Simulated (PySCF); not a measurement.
r2SCAN0 on K⁻ (potassium, charge -1), [Ar] 4s2, closed-shell 1S. All numbers are calculated (PySCF 2.14, no relativity, point nucleus, in dyall-av3z (25s18p5d2f, 118 functions)).

```
cycle= 1 E= -599.901775045909  delta_E= -0.00424  |g|= 0.0162  |ddm|= 0.225
cycle= 2 E= -599.901892281952  delta_E= -0.000117  |g|= 0.0108  |ddm|= 0.0655
cycle= 3 E= -599.901931981841  delta_E= -3.97e-05  |g|= 0.000602  |ddm|= 0.0161
cycle= 4 E= -599.901932453298  delta_E= -4.71e-07  |g|= 0.000177  |ddm|= 0.0067
cycle= 5 E= -599.901932536735  delta_E= -8.34e-08  |g|= 2.96e-05  |ddm|= 0.00303
cycle= 6 E= -599.901932556102  delta_E= -1.94e-08  |g|= 4.53e-06  |ddm|= 0.00295
cycle= 7 E= -599.901932556472  delta_E= -3.69e-10  |g|= 7.99e-07  |ddm|= 0.000607
converged SCF energy = -599.901932556472  <S^2> = -3.5527137e-15  2S+1 = 1
```

Highest occupied orbital energy: 0.349 eV; ⟨L²⟩ = 0.00; populations by l: s 8.00, p 12.00, d 0.00, f 0.00.

Question: Can this result be used?

Answer: With care. Self-consistency was reached. At r2SCAN0 the highest occupied level has a positive energy, so only the finite basis holds that electron; in a semilocal or global hybrid functional this comes from self-interaction and does not mean that the real anion is unbound.
